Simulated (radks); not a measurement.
Results of a calculation; reference values are marked as such.
All-electron atom: In in [Kr] 4d10 5s2 5p1. Level of theory: Dirac Kohn-Sham, PBE, spin-unpolarised, spherical densities, finite nucleus; open shells fill j = l - 1/2 first; Fermi nuclear charge, rms radius 4.6156 fm (a radial shooting solver on a logarithmic mesh with Libxc functionals). Some entries of the table are withheld. Estimate them.

orbital  occ.  eigenvalue (eV)  r(max) (bohr)  <r> (bohr)
1s1/2       2        -27734.98        0.01922     0.02971
2s1/2       2        -4151.460         0.1087      0.1281
2p1/2       2        -3871.507        0.08384      0.1085
2p3/2       4        -3660.633        0.08827      0.1137
3s1/2       2        -787.6854         0.3157      0.3483
3p1/2       2        -674.6989         0.3021      0.3394
3p3/2       4        -636.6092         0.3122      0.3505
3d3/2       4              (1)         0.2566      0.3223
3d5/2       6              (2)         0.2595      0.3258
4s1/2       2        -119.4023         0.7701      0.8481
4p1/2       2         -82.5120         0.7996         (3)
4p3/2       4         -75.8641         0.8243         (4)
4d3/2       4         -18.9683         0.9257       1.173
4d5/2       6         -18.1093         0.9358       1.190
5s1/2       2          -8.0945          2.158         (5)
5p1/2       1          -2.6409          2.776       3.636
5p3/2       0          -2.3460          2.912       3.828

Answer. 
(1) 3d3/2 eigenvalue (eV): -436.7846
(2) 3d5/2 eigenvalue (eV): -428.9810
(3) 4p1/2 <r> (bohr): 0.9013
(4) 4p3/2 <r> (bohr): 0.9317
(5) 5s1/2 <r> (bohr): 2.616
